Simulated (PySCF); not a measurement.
Energy of Ir (iridium, neutral) between two integer charges

The 6s beta orbital of [Xe] 4f14 5d7 6s2 is emptied in steps (occupation f), with all orbitals relaxed, ending at [Xe] 4f14 5d7 6s1. All numbers are calculated (PySCF 2.14, a scalar-relativistic core potential, in def2-SVP with the def2 core potential (60 electrons)). The exact energy is a straight line in f; departures are measured from the line between the end points of the same method.

```tsv
f	B3LYP (eV)
1	0.000
0.8	-0.427
0.6	-0.644
0.4	-0.648
0.2	-0.434
0	0.000
```

Task: For B3LYP, how does the orbital energy at f = 1 compare with the removal energy?

Result: −ε = 6.343 eV against a total-energy difference of 8.996 eV. By Janak's theorem ε = ∂E/∂f, so the gap between them reflects the curvature. Along the path −ε is 7.383 (f = 0.8), 8.440 (f = 0.6), 9.516 (f = 0.4), 10.612 (f = 0.2) eV.

Reference removal energy between the ground levels: 8.967 eV (measured; NIST Atomic Spectra Database, ionization energies). The calculation has no spin-orbit coupling.
